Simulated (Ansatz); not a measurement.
A structure relaxed at PBE0-D4/def2-TZVP, charge 0, multiplicity 1:

Cartesian coordinates in Å:
```
N -0.245 -1.902 0.292
Si 0.765 -0.527 0.330
C -0.029 1.047 -0.210
C -0.892 1.895 -0.631
S 0.604 2.839 -0.364
H -0.951 -2.051 0.994
H -0.481 -2.353 -0.576
H 1.218 -0.293 1.722
H 1.909 -0.737 -0.589
H -1.897 2.084 -0.968
```

(1) Give its formula and SMILES.

(2) Point group (tolerance 0.08 Å, 0.16 Å for H)?

(3) Summarise the bond lengths by kind.

Results:

(1) C2H5NSSi, `N[SiH2]C1=CS1`.

(2) Cs.

(3) 1 × N–Si 1.707 Å; 2 × H–N 1.006 Å; 1 × C–Si 1.844 Å; 2 × H–Si 1.482 Å; 1 × C–C 1.281 Å; 2 × C–S 1.789 to 1.907 Å; 1 × C–H 1.077 Å.

Results of the Gaussian-basis code of Ansatz.
